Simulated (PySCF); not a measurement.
## The 28-electron isoelectronic series, spin-free X2C

All values are computed (PySCF 2.14, energy differences of UHF-based or UKS calculations, no spin-orbit coupling). Each ion has its own even-tempered basis scaled to its charge (19s13p8d4f3g for the first); frozen: [Ne]. Ionisation energies in eV.

```
  ion   configuration     UHF     LDA     PBE    PBE0  r2SCAN  MP2 (outer shells)  NIST (with spin-orbit, Breit and QED)
Cs²⁷⁺  [Ar] 3d10 (1S)  1599.4  1599.0  1598.2  1599.1  1599.4              1601.1                           1592 ± 4 (t)
Ba²⁸⁺  [Ar] 3d10 (1S)  1702.2  1701.7  1700.9  1701.8  1702.1              1703.9                           1695 ± 4 (t)
La²⁹⁺  [Ar] 3d10 (1S)  1808.1  1807.4  1806.6  1807.6  1807.9              1809.7                           1800 ± 4 (t)
Ce³⁰⁺  [Ar] 3d10 (1S)  1917.0  1916.3  1915.5  1916.4  1916.7              1918.7                           1908 ± 4 (t)
Pr³¹⁺  [Ar] 3d10 (1S)  2029.0  2028.2  2027.4  2028.4  2028.7              2030.7                           2019 ± 4 (t)
Nd³²⁺  [Ar] 3d10 (1S)  2144.1  2143.2  2142.4  2143.4  2143.7              2145.8                           2134 ± 4 (t)
Pm³³⁺  [Ar] 3d10 (1S)  2262.3  2261.2  2260.4  2261.5  2261.8              2264.0                           2251 ± 5 (t)
Sm³⁴⁺  [Ar] 3d10 (1S)  2383.6  2382.4  2381.6  2382.7  2383.0              2385.3                           2371 ± 5 (t)
Eu³⁵⁺  [Ar] 3d10 (1S)  2508.0  2506.6  2505.8  2507.0  2507.3              2509.6                           2495 ± 5 (t)
Gd³⁶⁺  [Ar] 3d10 (1S)  2635.4  2634.0  2633.2  2634.3  2634.7              2637.1                           2621 ± 5 (t)
```

Each ion has its own basis, which adds noise of up to about 0.1 % along the series.

NIST values marked (s) are semi-empirical, (t) theoretical. Open shells are high-spin determinants of the terms that Hund's rules give.

Spin-orbit coupling of the open shells is absent from the calculated values and included in NIST's; it grows fast with Z.
